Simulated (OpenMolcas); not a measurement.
Os4+ in a point-charge field

Os4+ among 6 point charges of -1.7 e arranged as a tetragonal octahedron (D4h), 1.86 Å from the ion, with the axial distance 2.027 Å.

```yaml
Program: OpenMolcas 26.06
Method: CASSCF
Basis: ANO-RCC-VDZP [7s6p4d2f1g]
Scalar_Hamiltonian: DKH2, point nucleus
Active_space: 4 electrons in 5 orbitals (5d)
State_averaging: 2S+1 = 5 even, 5 roots; 2S+1 = 3 even, 45 roots; 2S+1 = 1 even, 50 roots
Spin-orbit_coupling: state interaction with AMFI integrals over the reference wave functions
```

The lowest spin-free states (labels of D4, the rotations of D4h), above the lowest:

```json
{"State": "5B1", "Degeneracy": "1", "E (cm-1)": "0.0", "Free-ion L (%)": "D (100)"}
{"State": "5A1", "Degeneracy": "1", "E (cm-1)": "6834", "Free-ion L (%)": "D (100)"}
{"State": "3E", "Degeneracy": "2", "E (cm-1)": "10572", "Free-ion L (%)": "H (43)"}
{"State": "3A2", "Degeneracy": "1", "E (cm-1)": "13189", "Free-ion L (%)": "H (53)"}
{"State": "5B2", "Degeneracy": "1", "E (cm-1)": "13325", "Free-ion L (%)": "D (100)"}
{"State": "5E", "Degeneracy": "2", "E (cm-1)": "16427", "Free-ion L (%)": "D (100)"}
{"State": "3B1", "Degeneracy": "1", "E (cm-1)": "19065", "Free-ion L (%)": "H (78)"}
{"State": "1A1", "Degeneracy": "1", "E (cm-1)": "19772", "Free-ion L (%)": "I (64)"}
{"State": "1E", "Degeneracy": "2", "E (cm-1)": "19784", "Free-ion L (%)": "G (47)"}
{"State": "3A2", "Degeneracy": "1", "E (cm-1)": "20144", "Free-ion L (%)": "G (35)"}
{"State": "3A1", "Degeneracy": "1", "E (cm-1)": "20787", "Free-ion L (%)": "H (55)"}
{"State": "3E", "Degeneracy": "2", "E (cm-1)": "21267", "Free-ion L (%)": "F (42)"}
{"State": "1B2", "Degeneracy": "1", "E (cm-1)": "22367", "Free-ion L (%)": "G (60)"}
{"State": "3B1", "Degeneracy": "1", "E (cm-1)": "22721", "Free-ion L (%)": "F (63)"}
{"State": "3E", "Degeneracy": "2", "E (cm-1)": "22875", "Free-ion L (%)": "H (48)"}
{"State": "1B1", "Degeneracy": "1", "E (cm-1)": "22889", "Free-ion L (%)": "I (73)"}
{"State": "3B2", "Degeneracy": "1", "E (cm-1)": "24030", "Free-ion L (%)": "F (57)"}
{"State": "3A1", "Degeneracy": "1", "E (cm-1)": "26147", "Free-ion L (%)": "G (61)"}
{"State": "1A1", "Degeneracy": "1", "E (cm-1)": "26606", "Free-ion L (%)": "G (40)"}
{"State": "3B1", "Degeneracy": "1", "E (cm-1)": "28929", "Free-ion L (%)": "F (32)"}
```

The lowest levels with spin-orbit coupling:

```
E (cm-1)  Degeneracy  Label      2S+1               g
     0.0           1     A1  5 (58 %)                
    2651           1     A2  5 (80 %)                
    4583           2      E  5 (82 %)  0.00 0.00 1.65
    5932           1     B1         5                
    8552           1     A1  5 (78 %)                
    9476           2      E  5 (78 %)  0.00 0.00 2.62
   11924           1     B2  5 (76 %)                
   12280           1     B1  5 (82 %)                
   14593           2      E  3 (62 %)  0.00 0.00 3.35
   15188           1     A1  3 (60 %)                
   15785           1     B2  3 (55 %)                
   16252           1     A2  3 (73 %)                
   16932           1     A1  3 (47 %)                
   17149           1     B1  3 (72 %)                
   17387           2      E  3 (54 %)  0.00 0.00 1.15
   17944           1     B2  5 (64 %)                
   18644           1     A2  5 (65 %)                
   19324           1     A1  5 (58 %)                
   19715           2      E  5 (57 %)  0.00 0.00 3.45
   20030           2      E  5 (50 %)  0.00 0.00 1.89
```

Powder χT (cm3 K/mol): 0 at 2 K, 0.005 at 10 K, 0.025 at 50 K, 0.05 at 100 K, 0.0999 at 200 K, 0.15 at 300 K. The effective moment at 300 K is 2.828 √(χT) = 1.09 μB.

Spin-orbit coupling mixes the spin-free states strongly: the lowest level takes only 42 % from its leading state, 5B1. Without dynamic correlation the repulsion within the d shell is too large (B by tens of per cent), so at a given field states of lower spin stand too high. This shell can be high or low spin here, a state of another spin lies low, and with metal d orbitals alone active their balance is uncertain, so the ground spin may be wrong. Point charges give a weaker field than real ligands, and real ions of this kind are as a rule low spin; the high spin found here belongs to the model. This is an electrostatic model: the charges have no orbitals. No measured value stands beside these numbers.

The RASSCF and RASSI steps took 24 s on 1 thread of Arm Neoverse V1 (shared host); the integral step is not counted.

With an even number of electrons the g values are those of a degenerate or nearly degenerate non-Kramers pair.
